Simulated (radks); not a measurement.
Task: The mean radii <r> (bohr) of the occupied orbitals of an atom or ion are listed with their occupations. Calculated with a radial shooting solver on a logarithmic mesh with Libxc functionals: non-relativistic Kohn-Sham, Wu-Cohen GGA, spin-unpolarised, spherical densities, point nucleus.

| orbital | occ. | <r> |
|---|---|---|
| 1s | 2 | 0.05271 |
| 2s | 2 | 0.2232 |
| 2p | 2 | 0.1907 |

Name the element and its charge.

Result: Z = 29, copper, charge +23: Cu23+ in [He] 2s2 2p2. The 1s radius gives Z: for a bare nucleus <r> = 1.5/Z, 0.05172 bohr for Z = 29, and screening makes it slightly larger (0.05271 here). The occupations add up to 6, and the charge is Z minus that.
